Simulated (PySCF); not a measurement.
# Radial density of Se (selenium, neutral)

UHF, [Ar] 3d10 4s2 4p3 5s1, 5s spin antiparallel (an excited configuration). All numbers are calculated (PySCF 2.14, a scalar-relativistic core potential, in aug-cc-pVTZ-PP with one added diffuse shell each of s, d, f type with ECP10MDF (7s5p5d3f, 68 functions)). This is the valence pseudo-density: the core potential removes the inner electrons and smooths the orbitals near the nucleus.

```
r (bohr)  4πr²ρ (e/bohr)  4πr²(ρα − ρβ)
0.000597       2.850e-05         0.0000
 0.00100       8.042e-05         0.0000
 0.00169       0.0002259         0.0000
 0.00284       0.0006263         0.0000
 0.00478        0.001679         0.0000
 0.00803        0.004158         0.0000
  0.0135        0.009057        -0.0001
  0.0227         0.01758        -0.0001
  0.0382         0.03140        -0.0001
  0.0643          0.1044        -0.0002
   0.108          0.7768        -0.0010
   0.182           4.963         0.0053
   0.306           19.96         0.1389
   0.515           32.22         0.1885
   0.866           11.89         0.0984
    1.46           3.809         1.4931
    2.45           1.720         1.1711
    4.12          0.2552        -0.0260
    6.93          0.1584        -0.1568
    11.7         0.02119        -0.0212
    19.6       4.314e-05         0.0000
```

Energies and moments cover only the electrons outside the core potential. The outer electron is Rydberg-like, and this basis confines it to a smaller radius and binds it less than a complete one would. With the s spin flipped the determinant is a mixture of two multiplicities, not a spectroscopic state.
